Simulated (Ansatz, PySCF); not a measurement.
This PySCF input computes a CCSD(T)/cc-pVDZ energy:

```python
from pyscf import gto, scf, mp, cc as ccmod

mol = gto.M(
    atom='''
    C    -0.82880747   -0.85321887    0.09333913
    C    -0.92924405    0.62460597   -0.23543664
    C     0.34001918    0.13822213    0.40950566
    N     1.51629915    0.19488341   -0.33550768
    H    -0.64568999   -1.52977438   -0.73414714
    H    -1.46790648   -1.24046512    0.88781194
    H    -1.63577576    1.22445929    0.33362985
    H    -0.82635303    0.90803235   -1.27729542
    H     0.33128085    0.35172249    1.50536208
    H     2.13854425   -0.53581382    0.02874361
    ''',
    basis='cc-pvdz',
    charge=-1,
    spin=0,
    verbose=4,
)

mf = scf.RHF(mol)
mf.conv_tol = 1e-10
mf.max_cycle = 100
mf.kernel()
mp2 = mp.MP2(mf, frozen=4).run()
cc = ccmod.CCSD(mf, frozen=4)
cc.max_cycle = 100
cc.kernel()
et = cc.ccsd_t()
print(f'E(CCSD(T)) = {cc.e_tot + et:.9f}')
```

Task: Write an input for the same energy in Ansatz (an electronic-structure program) and say what it gives.

Result: 
Ansatz 0.2 input:
```yaml
crystal:
  periodic: [false, false, false]
  atoms:
    - {symbol: C, position_ang: [-0.82880747, -0.85321887, 0.09333913]}
    - {symbol: C, position_ang: [-0.92924405, 0.62460597, -0.23543664]}
    - {symbol: C, position_ang: [0.34001918, 0.13822213, 0.40950566]}
    - {symbol: N, position_ang: [1.51629915, 0.19488341, -0.33550768]}
    - {symbol: H, position_ang: [-0.64568999, -1.52977438, -0.73414714]}
    - {symbol: H, position_ang: [-1.46790648, -1.24046512, 0.88781194]}
    - {symbol: H, position_ang: [-1.63577576, 1.22445929, 0.33362985]}
    - {symbol: H, position_ang: [-0.82635303, 0.90803235, -1.27729542]}
    - {symbol: H, position_ang: [0.33128085, 0.35172249, 1.50536208]}
    - {symbol: H, position_ang: [2.13854425, -0.53581382, 0.02874361]}
basis:
  gaussian:
    orbitals: cc-pVDZ
total_charge: -1
magnetization: {spin_polarized: false}
correlation: {method: ccsd_t, electrons: outside_noble_gas}
```
It gives -172.07884 Eh, and PySCF -172.07884 Eh, a difference of 0.00 mEh.

It need not be the lowest isomer of its formula. Whether it binds its extra electron was not tested at this geometry.
